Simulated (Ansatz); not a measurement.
Total energies of Cu(NH3)H (CuNH₄) from Ansatz at CCSD(T)/def2-TZVPP, gas phase (1 Eh = 27.2114 eV = 2625.5 kJ/mol). The reference geometry is relaxed at r2SCAN-D4/def2-TZVP.

```tsv
state	geometry	energy (Eh)
charge 0 singlet	reference	-1696.48443
charge 1 doublet	reference	-1696.18660
free Cu atom (doublet)	–	-1639.35915
free N atom (quartet)	–	-54.51594
free H atom (doublet)	–	-0.49981
```

Correlated methods freeze 10 core orbitals. In CCSD on the charge 1 doublet the largest single amplitude is 0.30, so its Hartree–Fock determinant may place the open shell otherwise than the density functionals do.

Q: Work out the vertical ionisation energy to the doublet.

A: E(charge 1 doublet) − E(charge 0 singlet) = -1696.18660 − (-1696.48443) = 0.29783 Eh = 8.10 eV.

Q: What is the binding energy per atom against free atoms?

A: Atoms: 1 × (-1639.35915) + 1 × (-54.51594) + 4 × (-0.49981) = -1695.87433 Eh. Binding: -1695.87433 − (-1696.48443) = 0.61010 Eh = 16.60 eV, or 2.77 eV for each of 6 atoms (no zero-point energy, no counterpoise term).

At CCSD(T)/def2-TZVPP T1 of the charge 1 doublet is large (up to 0.087), so the single-reference result is doubtful.
